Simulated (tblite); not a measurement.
Isomers of C5H12O2Si. Computed with GFN2-xTB (tblite): harmonic, unscaled wavenumbers at the GFN2-xTB geometry, gas phase. This tight-binding method is rough: wavenumbers can miss measured ones by several per cent, in bad cases by 10 to 20. Modes of hydrogen on silicon can be 10 to 20 % off. One conformer each.

Electronic energies: GFN2-xTB at the same geometries; isomer energies are rough at this level and their order can be wrong.

| SMILES | electronic energy, lowest = 0 (kJ/mol) |
| --- | --- |
| CO[SiH](OC)C1CC1 | 64.3 |
| CC(C)CC(=O)O[SiH3] | 0.0 |
| CO[SiH2]OCC1CC1 | 12.8 |

Question: How do GFN2-xTB zero-point energies change the relative energies?

Answer: 
| SMILES | ZPE (kJ/mol) | of it from modes above 1550 cm⁻¹ | electronic (kJ/mol) | with ZPE, lowest = 0 (kJ/mol) | lowest mode (cm⁻¹) | rings |
| --- | --- | --- | --- | --- | --- | --- |
| CC(C)CC(=O)O[SiH3] | 416.2 | 214.2 | 0.0 | 0.0 | 21 | 0 |
| CO[SiH2]OCC1CC1 | 423.7 | 206.7 | 12.8 | 20.2 | 24 | 1 |
| CO[SiH](OC)C1CC1 | 426.1 | 211.6 | 64.3 | 74.2 | 11 | 1 |

The zero-point energies span 9.9 kJ/mol, from `CC(C)CC(=O)O[SiH3]` to `CO[SiH](OC)C1CC1`. The order is unchanged.
